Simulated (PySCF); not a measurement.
SCF from a fresh guess for singlet PbSI₂, at the B3LYP minimum. PySCF input:

```python
from pyscf import gto, scf, dft
mol = gto.M(atom='''
Pb    -0.000000     0.000000     0.725720
S     -0.000000     0.000000     3.061830
I     -2.238850     0.000000    -0.980370
I      2.238850     0.000000    -0.980370''',
    basis={'Pb': 'def2-SVP', 'S': 'def2-SVP', 'I': 'def2-SVP'},
    ecp={'Pb': 'def2-SVP', 'I': 'def2-SVP'},
    charge=0, spin=0)
mf = dft.RKS(mol, xc='B3LYP')
mf.grids.atom_grid = (50, 194)
aux = {'Pb': 'def2-universal-JKFIT', 'S': 'def2-universal-JKFIT', 'I': 'def2-universal-JKFIT'}
mf = mf.density_fit(auxbasis=aux)
mf.conv_tol = 1e-08
mf.diis_space = 10
mf.max_cycle = 60
mf.init_guess = 'huckel'
mf.verbose = 4
mf.kernel()
```

Excerpt of the output (cycles and frontier levels):

```
init E= -1186.22140223302
  HOMO = -0.264322357881467  LUMO = -0.225280977232797  gap/eV = 1.06237
cycle= 1 E= -1184.78865440704  delta_E= 1.43  |g|= 2.15  |ddm|= 4.77
  HOMO = -0.103520592748566  LUMO = -0.0303430834714078  gap/eV = 1.99126
cycle= 2 E= -1182.06193154347  delta_E= 2.73  |g|= 4.03  |ddm|= 6.68
  HOMO = -0.229950929164409  LUMO = -0.148439785257466  gap/eV = 2.21803
cycle= 3 E= -1186.17176615689  delta_E= -4.11  |g|= 1.07  |ddm|= 3.42
  HOMO = -0.183322262727896  LUMO = -0.146821864470202  gap/eV = 0.99323
cycle= 4 E= -1186.51016075294  delta_E= -0.338  |g|= 0.621  |ddm|= 2.47
  HOMO = -0.267852010346301  LUMO = -0.180947311830663  gap/eV = 2.36480
cycle= 5 E= -1186.64857409559  delta_E= -0.138  |g|= 0.258  |ddm|= 1.47
  HOMO = -0.254750198980769  LUMO = -0.175618675880536  gap/eV = 2.15328
cycle= 6 E= -1186.67966735861  delta_E= -0.0311  |g|= 0.0416  |ddm|= 0.512
  HOMO = -0.257142569124499  LUMO = -0.173235052766117  gap/eV = 2.28324
cycle= 7 E= -1186.68034747941  delta_E= -0.00068  |g|= 0.00462  |ddm|= 0.0675
  HOMO = -0.25775417628006  LUMO = -0.173583226208962  gap/eV = 2.29041
cycle= 8 E= -1186.68035153392  delta_E= -4.05e-06  |g|= 0.00206  |ddm|= 0.0095
  HOMO = -0.257594551857855  LUMO = -0.173532411394923  gap/eV = 2.28745
cycle= 9 E= -1186.68035333753  delta_E= -1.8e-06  |g|= 0.000622  |ddm|= 0.00327
  HOMO = -0.257548435387062  LUMO = -0.17353407093016  gap/eV = 2.28615
cycle= 10 E= -1186.68035350061  delta_E= -1.63e-07  |g|= 8.29e-05  |ddm|= 0.000977
  HOMO = -0.257547473661745  LUMO = -0.173533627093178  gap/eV = 2.28613
cycle= 11 E= -1186.68035350341  delta_E= -2.8e-09  |g|= 1.63e-05  |ddm|= 0.000181
  HOMO = -0.257547718032457  LUMO = -0.173533715325839  gap/eV = 2.28614
Extra cycle  E= -1186.68035350338  delta_E= 2.66e-11  |g|= 1.86e-05  |ddm|= 5.14e-05
converged SCF energy = -1186.68035350338
```

No lower solution of this spin was found by a stability analysis within the restricted form, which does not test spin polarisation.

No spin–orbit coupling is included, which matters more the heavier the element.

The search for the lowest solution, with the stability check, took 16 s on 2 threads of a shared Arm Neoverse N1 host, with 96 basis functions; the process peaked at 0.35 GiB.
